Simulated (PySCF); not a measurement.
Computed Raman spectrum (relative Raman activity) of a molecule CH3F3Si. Coordinates come from a ωB97X-D3(BJ)/def2-SVP optimisation. One conformer was computed; it need not be the lowest. These are ωB97X-D3(BJ)/def2-SVP in PySCF 2.14.0 values and carry that method's errors. Frequencies are harmonic and unscaled.

| ν (cm⁻¹) | relative intensity |
|---|---|
| 699 | 6.8 |
| 790 | 2.3 |
| 1435 | 18 |
| 3083 | 87 |
| 3191 | 100 |

**Question.** Identify the compound among the candidates.
(A) C[Si](F)(F)F
(B) FC(F)(F)[SiH3]
(C) FC[SiH](F)F
(D) F[SiH2]C(F)F

**Answer.** A, C[Si](F)(F)F
